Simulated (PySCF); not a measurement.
Atoms are numbered as in `[O:1]=[C:2]([CH2:3][CH:4]([F:5])[F:6])[NH:7][SiH3:8]` (H(Xn): hydrogen on atom n).

[PySCF 2.14: σ from GIAO-PBE0/pcSseg-1; geometry: GFN2-xTB; one computed conformer; isolated molecule; non-relativistic Hamiltonian; fast rotation and ring inversion assumed for equivalent nuclei]

Scale: TMS for ¹³C and ¹H and ²⁹Si; ¹⁷O vs H2O; CFCl3 for ¹⁹F; NH3 for ¹⁵N (reference shieldings calculated alike).

| atoms | nucleus | count | Hirshfeld charge | δ (ppm) |
| --- | --- | --- | --- | --- |
| C2 | ¹³C | 1 | 0.18 | 176.1 |
| H(C4) | ¹H | 1 | 0.05 | ? |
| H(C3) | ¹H | 2 | 0.06 | 2.67 |
| H(Si8) | ¹H | 3 | -0.07 | 4.57 |
| Si8 | ²⁹Si | 1 | 0.36 | ? |
| F5/F6 | ¹⁹F | 2 | -0.11 | ? |
| O1 | ¹⁷O | 1 | -0.25 | 428.7 |
| C3 | ¹³C | 1 | -0.09 | 44.6 |
| C4 | ¹³C | 1 | 0.15 | 122.7 |
| H(N7) | ¹H | 1 | 0.14 | 4.59 |
| N7 | ¹⁵N | 1 | -0.20 | 120.8 |

**Question.** Estimate the values marked ?.

**Answer.** 
- H(C4): 6.95 ppm, hydrogen on an sp3 CH bonded to 2 F; its carbon carries F, hence the downfield position
- F5/F6: -138.1 ppm, fluorine of a CF2 group
- Si8: -67.1 ppm, silicon bonded to N, 3 H

OH and NH positions are those of a molecule without intermolecular hydrogen bonds; in solution they move with solvent, concentration and temperature, and exchange usually removes their couplings. Shifts are as computed. Against solution values, carbons near 30 ppm lie about +3 ppm off and those near 130 ppm about +5 ppm. Of 1211 compounds with measured shifts, 218 miss one by over three times the rms of a fit or turn the order of signals round; such compounds aren't used in these exercises. Hydrogen bonding in solution shields acid and N–H amide carbonyl oxygens by tens of ppm. Hydrogen bonding in solution deshields acid and N–H amide carbonyl carbons by as much as 10 ppm beyond these values. Unscaled 19F shifts against computed CFCl3 carry errors that often reach 10 to 50 ppm. Unscaled 17O shifts of doubly bonded oxygen tend to come out too high, by tens of ppm or more. Experimental scales use liquid or dissolved standards, which lie at an offset from isolated NH3 (liquid NH3: subtract about 20 ppm) and H2O (liquid H2O: subtract about 36 ppm).
